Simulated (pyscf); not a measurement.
**Ring closure: •H₂C–CH₂–CH=CH₂ (SMILES [CH2]CC=C) -> C₄H₇ (SMILES [CH2]C1CC1) [doublet]**

Gas phase, doublet surface, charge 0. Bonds broken: none. Bonds formed: C2–C4. PySCF, gas phase, ωB97X-D3(BJ)/def2-SVP geometries.

Transition state (Å):

```xyz
11

C      0.7706    -0.5536    -0.3325
C     -0.5829    -0.2884    -0.3786
C     -1.4445    -0.0376     0.8187
C     -1.7787    -1.4642     0.5927
H      1.3320    -0.7774    -1.2431
H      1.3068    -0.5953     0.6213
H     -1.0663    -0.1764    -1.3547
H     -0.8845     0.1795     1.7380
H     -2.2609     0.6806     0.6675
H     -1.2197    -2.2469     1.1087
H     -2.6377    -1.7519    -0.0177
```

One imaginary mode, 713i cm⁻¹; descent along it reached the two sides named.

```tsv
bond	change	reactant side (Å)	saddle	product side
C2–C4	forms	2.507	1.938	1.523
```

Electronic energies relative to the reactant's lowest minimum found (kcal/mol):

| level | barrier | reaction energy | reverse barrier |
|---|---|---|---|
| ωB97X-D3(BJ)/def2-TZVP | 11.5 | -0.2 | 11.7 |
| PBE/def2-TZVP | 7.1 | -0.4 | 7.5 |
| r²SCAN/def2-TZVP | 8.5 | +0.1 | 8.3 |
| B3LYP-D3(BJ)/def2-TZVP | 10.9 | +3.7 | 7.3 |
| PBE0-D3(BJ)/def2-TZVP | 9.1 | -1.3 | 10.4 |
| M06-2X/def2-TZVP | 11.6 | -1.0 | 12.6 |
| ωB97M-D3(BJ)/def2-TZVP | 11.7 | +1.5 | 10.2 |
| HF/def2-TZVP | 16.3 | +6.6 | 9.7 |

With ωB97M-D3(BJ)/def2-TZVP energies and thermal terms (ideal gas, 1 atm, RRHO with modes under 100 cm⁻¹ raised to 100, one conformer, R ln 2 for rigid chiral ones), in kcal/mol:

```csv
T (K),ΔH‡,ΔG‡,ΔH,ΔG
298,11.0,12.2,+2.0,+3.1
600,10.5,13.7,+1.8,+4.4
900,10.0,15.4,+1.8,+5.7
1200,9.4,17.3,+1.8,+7.0
```

•H₂C–CH₂–CH=CH₂ lies 18.1 kcal/mol over its isomer •H₂C–CH=CH–CH₃, and others may lie lower still (electronic energy, ωB97M-D3(BJ)). cyclic C₄H₇ (SMILES [CH2]C1CC1) [doublet] lies 19.6 kcal/mol over its isomer •H₂C–CH=CH–CH₃, and others may lie lower still (electronic energy, ωB97M-D3(BJ)). This is the saddle that the search found; another between the same sides may lie lower.
